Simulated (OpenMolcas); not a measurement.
**Si+: from RASSCF to RASPT2**

- Program: OpenMolcas
- Basis: ANO-R3 [6s5p4d2f1g]
- Scalar Hamiltonian: X2C, finite nucleus
- Active space: 1 electron in 9 orbitals (RAS2 3p; RAS3 3d 4s, at most 1 electron)
- State averaging: 2S+1 = 2 odd, 3 roots; 2S+1 = 2 even, 6 roots
- Spin-orbit coupling: state interaction with AMFI integrals over the reference wave functions, term energies averaged over their components

Methods on the same reference wave functions:
A. RASSCF
B. SS-RASPT2, IPEA 0.25 Eh, imaginary shift 0.1 Eh (closed shells correlated: 2s 2p 3s)

Energies in cm⁻¹ above 3s² 3p ²P°_1/2, the measured ground level; measured values from NIST Handbook of Basic Atomic Spectroscopic Data.

```
         Level      A      B  Measured
3s² 3p ²P°_1/2    0.0    0.0       0.0
3s² 3p ²P°_3/2    253    253       287
 3s² 4s ²S_1/2  77416  77220     65500
 3s² 3d ²D_3/2  80665  76850     79338
 3s² 3d ²D_5/2  80668  76850     79355
```

Deviations, from unrounded energies. A percentage is the sum of absolute deviations over the sum of measured energies, with the sign that they share, or ± where signs differ.

```
                  Against measurement  Levels      A      B
       mean absolute deviation (cm-1)       4   3600   4200
fine structure of the ground term (%)       1  -11.8  -11.8
             other configurations (%)       3   +6.5   ±7.5
```

A lies closest to measurement on these levels. The largest miss of A in the table is 3s² 4s ²S_1/2, by +12000 cm-1. The ranking rests on the paired levels alone, and a cruder setting can come out closer through cancelling errors.

The lowest spin-free term lies below A's lowest term by 0.325 hartree in B.

CASPT2 does not keep the components of a term degenerate, so their means are used; among the terms shown or strongly mixed into the levels shown the widest spread is 710 cm-1 (3s² 3d ²D, B). ANO sets are built for valence states and can reach diffuse excited orbitals poorly, and with the s shell closed the s pⁿ⁺¹ terms that mix with these levels are absent. With one active electron the reference holds no correlation, so core polarisation is missing (holds for A). With one active electron, CASPT2 adds the correlation within the correlated inactive shells and between them and that electron, and leaves the splitting within a term as the reference gives it (holds for B). The CASPT2 spread within a term exceeds the gap to the next term for 3s² 3d ²D and 3s² 4s ²S, so the order of their levels is uncertain (holds for B). Measured partners are found by configuration, term and J. A level has none where our copy of the source lacks it or the pairing is in doubt (some pairs that miss far off the trend of their configuration count as doubtful), and it then counts in no deviation. Only configurations of the active space appear.

° marks odd parity.
